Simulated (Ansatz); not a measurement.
Geometry optimisation, RKS BLYP/def2-SVP in Ansatz 0.2.0.

The input (input.yaml):

```yaml
crystal:
  periodic: [false, false, false]
  atoms:
    - { symbol: Zr, position_ang: [0.0, 0.0, 0.0] }
    - { symbol: F, position_ang: [0.0, 0.0, 2.33] }
    - { symbol: O, position_ang: [1.952, 0.0, -0.6893] }
    - { symbol: H, position_ang: [2.2684, -0.9521, -0.806] }
    - { symbol: Cl, position_ang: [-1.1869, 2.0563, -0.8392] }
    - { symbol: Cl, position_ang: [-1.1869, -2.0563, -0.8392] }
    - { symbol: Br, position_ang: [-2.847, 0.0, 0.946] }
    - { symbol: H, position_ang: [-1.2875, 0.0, 2.203] }
basis:
  gaussian: { orbitals: def2-SVP }
hamiltonian:
  xc: blyp
relax:
  f_tol: 0.15
  max_steps: 25
  restrain:
    - { distance: [0, 6], at: 3.9, k: 30.0 }
    - { distance: [7, 1], at: 2.12, k: 30.0 }
    - { distance: [0, 1], at: 1.98, k: 30.0 }
    - { distance: [7, 6], at: 1.55, k: 30.0 }
```

Launched with:

```bash
$ ansatz run input.yaml --threads 4 --pin off --max-ram 5120MiB --backend cpu --events-out ev --progress --plain --runs-dir out
```

**Question.** Where does it end, and by what steps?

**Answer.** The run converged. The restraints hold the end off the free minimum; the threshold counts their pulls, which the force column leaves out. Restrained pairs: Zr1–Br7 (3.00 → 3.90 Å), F2–H8 (1.29 → 2.12 Å), Zr1–F2 (2.33 → 1.96 Å), Br7–H8 (2.00 → 1.51 Å). After 9 steps the energy has fallen by 2.585 eV (the restraints' own energy left out); Br7 moved furthest, 0.96 Å.

```csv
step,energy less start (eV),largest force component (eV/Å),accepted
0,0.0000,1.981,yes
1,-0.2359,3.761,yes
2,-0.7485,5.363,yes
3,-1.5355,4.578,yes
4,-2.2236,1.484,yes
5,-2.4181,1.157,yes
6,-2.5234,1.099,yes
7,-2.5513,1.052,yes
8,-2.5683,1.064,yes
9,-2.5848,1.060,yes
```

```xyz
8
Properties=species:S:1:pos:R:3
Zr 0.064 -0.135 -0.139
F 0.001 -0.133 1.823
O 1.906 -0.318 -0.592
H 2.819 -0.447 -0.891
Cl -0.683 1.924 -1.061
Cl -1.059 -2.004 -1.082
Br -3.331 0.128 1.767
H -2.006 0.032 2.481
```

Time of the run: 28 s on 4 threads of Arm Neoverse V2, with other jobs on the host, peak memory 0.22 GiB.
